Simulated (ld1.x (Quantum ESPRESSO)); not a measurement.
Yb PAW: all-electron and pseudo phase curves

```json
{
  "Element": "ytterbium (Yb)",
  "Generator": "ld1.x (Quantum ESPRESSO) 7.5",
  "Type": "PAW",
  "Functional": "PBE",
  "Relativity": "fully relativistic",
  "Frozen core": "[Kr] 4d10",
  "Valence charge": "24",
  "Reference configuration": "4f14 5s2 5p6 5d0.5 6s1.5 6p0",
  "Partial waves": "5s (bound): rcut 1.70, rcutus 1.90 bohr; 6s (bound): rcut 1.70, rcutus 1.90 bohr; 5p (bound): rcut 2.10, rcutus 2.35 bohr; 6p (bound, empty): rcut 2.10, rcutus 2.35 bohr; 5d (bound): rcut 2.65, rcutus 3.20 bohr; 5d channel at 0.65 Ry: rcut 2.65, rcutus 3.20 bohr; 4f (bound): rcut 0.75, rcutus 1.05 bohr; 4f channel at 1 Ry: rcut 0.75, rcutus 1.05 bohr",
  "Local potential": "all-electron potential smoothed inside 1.75 bohr (lloc = -1)",
  "Core correction": "Bessel-smoothed model core inside 0.70 bohr",
  "Augmentation charge": "BESSEL, radius 0.85 bohr"
}
```

Open shells are filled in proportion to 2j + 1 (rel_dist='average').

The phase is arctan(r·u′/u) with u = r·R(r), unwrapped; energies in Ry, scanned from -6 to 5 Ry. A pole is an energy at which the radial function vanishes at the test radius. The pseudo phase is shifted by a multiple of π to meet the all-electron one at the reference energy, and phase errors are pseudo minus all-electron; the curves can meet again beyond the range given. Levels narrower than the energy grid can be missing from the lists of poles.

For each channel, where are the poles, and over which energies does the pseudopotential scatter like the atom?

```json
{"channel": "p1/2", "radius (bohr)": "3.52", "reference energy (Ry)": "-0.10", "poles, all-electron": "-2.31, 1.64", "poles, pseudo": "-2.31, 1.56", "unbroken range about the reference energy with phases within 0.05 rad": "-3.7 to 2.5", "phase error 1 Ry above the reference energy (rad)": "-0.008"}
{"channel": "p3/2", "radius (bohr)": "3.52", "reference energy (Ry)": "-0.08", "poles, all-electron": "-1.85, 1.92", "poles, pseudo": "-1.85, 1.88", "unbroken range about the reference energy with phases within 0.05 rad": "below 3.3", "phase error 1 Ry above the reference energy (rad)": "-0.003"}
{"channel": "d3/2", "radius (bohr)": "3.52", "reference energy (Ry)": "-0.06", "poles, all-electron": "0.35, 3.63", "poles, pseudo": "-0.36, 0.35, 4.51", "unbroken range about the reference energy with phases within 0.05 rad": "-0.3 to 1.4", "phase error 1 Ry above the reference energy (rad)": "+0.002"}
{"channel": "d5/2", "radius (bohr)": "3.52", "reference energy (Ry)": "-0.05", "poles, all-electron": "0.40, 3.71", "poles, pseudo": "0.40, 4.22", "unbroken range about the reference energy with phases within 0.05 rad": "-0.7 to 1.5", "phase error 1 Ry above the reference energy (rad)": "+0.001"}
{"channel": "f5/2", "radius (bohr)": "3.52", "reference energy (Ry)": "-0.26", "poles, all-electron": "-0.26, 2.52", "poles, pseudo": "-0.26, 2.52", "unbroken range about the reference energy with phases within 0.05 rad": "the whole range", "phase error 1 Ry above the reference energy (rad)": "+0.000"}
```

The ghost test of this file was not conclusive.

Phases in the f5/2 channel:

```
E (Ry)  all-electron  pseudo
 -6.00         1.460   1.460
 -5.74         1.457   1.457
 -5.48         1.455   1.455
 -5.22         1.452   1.452
 -4.96         1.450   1.450
 -4.70         1.447   1.447
 -4.44         1.443   1.443
 -4.18         1.440   1.440
 -3.92         1.436   1.436
 -3.66         1.432   1.432
 -3.40         1.428   1.428
 -3.14         1.423   1.423
 -2.88         1.417   1.417
 -2.62         1.411   1.411
 -2.36         1.405   1.405
 -2.10         1.397   1.397
 -1.84         1.388   1.388
 -1.58         1.377   1.377
 -1.32         1.365   1.365
 -1.06         1.350   1.350
 -0.80         1.330   1.330
 -0.54         1.302   1.302
 -0.28         1.004   1.004
 -0.02        -1.885  -1.885
  0.24        -1.952  -1.952
  0.50        -2.056  -2.056
  0.76        -2.258  -2.258
  1.02        -2.754  -2.754
  1.28        -3.698  -3.697
  1.54        -4.256  -4.256
  1.80        -4.481  -4.481
  2.06        -4.596  -4.596
  2.32        -4.669  -4.669
  2.58        -4.725  -4.725
  2.84        -4.774  -4.774
  3.10        -4.825  -4.825
  3.36        -4.888  -4.888
  3.62        -4.983  -4.983
  3.88        -5.175  -5.174
  4.14        -5.771  -5.763
  4.40        -7.003  -6.994
  4.66        -7.464  -7.461
  4.92        -7.623  -7.621
```
